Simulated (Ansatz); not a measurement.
TaNCl3H⁺, that is Ta(NH)Cl3 with one electron fewer. Total charge 1; doublet. Geometry PBE0-D4/def2-SVP, that of the neutral singlet; atoms count from 1.

Cartesian coordinates in Å:
```
Ta -0.036 0.372 0.185
N 0.115 -1.184 -0.590
H 0.204 -2.088 -1.040
Cl 2.023 1.390 0.047
Cl -0.654 -0.027 2.366
Cl -1.652 1.537 -0.968
```

In the def2 sets Ta takes a core potential; there is no spin–orbit coupling.

Q: Estimate the Mulliken populations from the PBE0/def2-TZVP orbitals of Ansatz.

A: 
```tsv
atom	charge (e)	spin (α − β)	d electrons
Ta1	1.31	-0.11	2.77
N2	-0.34	0.79	–
H3	0.32	-0.02	–
Cl4	-0.12	0.06	–
Cl5	-0.11	0.06	–
Cl6	-0.06	0.21	–
```
Mulliken values and Mayer orders depend strongly on the basis.

Q: Where does the spin sit?

A: Summed by element: Ta -0.11, N 0.79, H -0.02, Cl 0.33, of 1 unpaired in all. Largest on single atoms: N2 0.79, Cl6 0.21, Ta1 -0.11.

Q: And the Mayer bond orders between bonded heavy atoms (over 0.3)?

A: Ta1–N2 1.62 (1.74 Å); Ta1–Cl4 1.30 (2.30 Å); Ta1–Cl5 1.30 (2.30 Å); Ta1–Cl6 1.29 (2.30 Å).
